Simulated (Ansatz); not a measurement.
Relaxation of C₂H₈BFOSi (14 atoms, charge 0, multiplicity 1), to a largest force component of 0.02 eV/Å in at most 50 steps.

The calculation used Ansatz, RKS PBE/def2-SVP.

```xyz
14
Properties=species:S:1:pos:R:3:forces:R:3
C -1.040 -1.644 0.532 -1.97 2.78 0.62
Si 0.579 -0.866 0.125 0.21 -0.11 0.67
C 0.434 1.009 0.061 0.75 1.19 0.47
O 1.812 1.570 -0.132 -1.95 -0.35 -2.51
B -0.481 1.438 -1.138 -2.70 2.38 2.90
F -1.693 2.204 -0.852 2.74 -2.01 -0.82
H -0.974 -2.701 0.581 -0.12 -1.70 0.13
H -1.773 -1.310 -0.282 0.43 -0.58 0.76
H -1.441 -1.188 1.536 0.51 -0.88 -1.40
H 1.539 -1.257 1.195 0.39 0.09 0.18
H 1.040 -1.368 -1.152 0.47 -0.30 -0.95
H 0.050 1.382 1.048 -0.19 -0.08 -0.32
H 2.166 1.527 0.725 1.23 -0.13 2.36
H -0.231 1.175 -2.217 0.20 -0.31 -2.10
```

Task: Where does it end, and by what steps?

Result: It converged. The force dipped under the threshold on the way, but the program's further checks kept it going. After 12 steps the energy has fallen by 0.891 eV; F6 moved furthest, 0.90 Å.

```csv
step,energy less start (eV),largest force component (eV/Å),accepted
0,0.0000,2.905,yes
1,-0.5155,2.789,yes
2,-0.6446,1.620,yes
3,-0.7694,0.970,yes
4,-0.8486,0.435,yes
5,-0.8757,0.245,yes
6,-0.8851,0.193,yes
7,-0.8885,0.099,yes
8,-0.8863,0.287,no
9,-0.8900,0.014,yes
10,-0.8907,0.032,yes
11,-0.8474,0.881,no
12,-0.8912,0.014,yes
```

```xyz
14
Properties=species:S:1:pos:R:3
C -1.135 -1.588 0.609
Si 0.514 -0.808 0.125
C 0.481 1.132 0.071
O 1.814 1.617 -0.078
B -0.421 1.481 -1.148
F -1.752 1.321 -1.029
H -1.054 -2.694 0.629
H -1.923 -1.310 -0.119
H -1.459 -1.247 1.613
H 1.588 -1.119 1.143
H 0.993 -1.325 -1.205
H -0.016 1.455 1.022
H 2.355 1.222 0.630
H 0.004 1.834 -2.234
```

Time of the run: 33 s on 2 threads of Intel(R) Xeon(R) Platinum 8488C (Sapphire Rapids), on a shared host, peak memory 0.22 GiB.
